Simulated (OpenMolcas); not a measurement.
A calculation on Ge.

```
Program             : OpenMolcas 26.06
Method              : SS-RASPT2, IPEA 0.25 Eh, imaginary shift 0.1 Eh (closed shells correlated: 3d)
Basis               : ANO-RCC-VQZP [7s6p4d2f1g]
Scalar Hamiltonian  : DKH2, point nucleus
Active space        : 4 electrons in 9 orbitals (RAS2 4s 4p; RAS3 4d, at most 2 electrons)
State averaging     : 2S+1 = 3 even, 3 roots; 2S+1 = 1 even, 6 roots; 2S+1 = 5 odd, 1 root; 2S+1 = 3 odd, 5 roots; 2S+1 = 1 odd, 5 roots (0 in the spin-orbit step)
Spin-orbit coupling : RASSI with atomic mean-field integrals over the reference wave functions, term energies averaged over their components
```

(1) Which level of the active space comes out lowest?

(2) How high does 4s2 4p2 1S0 lie?

(3) How high does 4s2 4p2 1D2 lie?

(4) How high does 4s2 4p2 3P1 lie?

Measured values: NIST Handbook of Basic Atomic Spectroscopic Data.

Answers

(1) 4s2 4p2 3P0, with 100 % of that term; it is also the measured ground level.

(2) 2.174 eV above the lowest level; measured 2.0293 eV above the ground level, so the calculation is off by +7 %.

(3) 1.015 eV above the lowest level; measured 0.8834 eV above the ground level, so the calculation is off by +15 %.

(4) 0.0612 eV above the lowest level; measured 0.0691 eV above the ground level, so the calculation is off by -11 %.

Some high roots are left out of the spin-orbit mixing, which shifts the levels that they would mix with. Active for correlation alone: 4d; no level in the range computed is led by a configuration that fills it, so any true level of that kind is missing. Computed and measured levels are paired by configuration, term and J; levels that our copy of the source lacks, or whose pairing is in doubt (as where it misses far off the trend of its configuration), stay unpaired and out of the deviations. Levels of configurations outside the active space are missing.
